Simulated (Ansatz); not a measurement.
`[OH][Sn]([F])[Br]` radical. Total charge 0; spin multiplicity 2. Sn takes the def2 core potential.

Cartesian coordinates in Å:
```
O -0.689 0.652 -1.069
Sn 0.614 0.313 0.355
F 1.974 -0.634 -0.605
Br -0.346 -1.249 2.056
H -1.553 0.917 -0.737
```

(1) What are the harmonic wavenumbers in cm⁻¹ at PBE0-D4/def2-TZVP (Ansatz, finite differences of forces, unscaled)? (Estimate.)

(2) Is this a minimum?

(3) Give the ideal-gas thermochemistry at 298.15 K and 1 bar (rigid rotor, harmonic oscillator; point group C1, symmetry number 1).

(4) And at 400, 500, 600, 800 and 1000 K?

(5) Rotational constants (cm⁻¹)?

## Answers

(1) The calculation gave: 91, 128, 166, 219, 244, 603, 615, 823, 3860.

(2) Yes, all 9 modes are real.

(3) Zero-point energy 40.4 kJ/mol; H(298) − E = 59.4 kJ/mol; entropy 359.5 J/(mol·K), of which translation 176.9, rotation 118.7, vibration 58.1, electronic 5.8; G(298) − E = -47.8 kJ/mol. Modes under 100 cm⁻¹ are hindered rotations or soft bends, so the harmonic entropy is rough.

(4) 
| T (K) | H − E (kJ/mol) | S (J/mol/K) | G − E (kJ/mol) |
| --- | --- | --- | --- |
| 400 | 68.2 | 384.8 | -85.8 |
| 500 | 77.2 | 405.1 | -125.3 |
| 600 | 86.6 | 422.1 | -166.7 |
| 800 | 105.7 | 449.6 | -254.0 |
| 1000 | 125.3 | 471.4 | -346.1 |

(5) 0.1537, 0.04084, 0.03581.
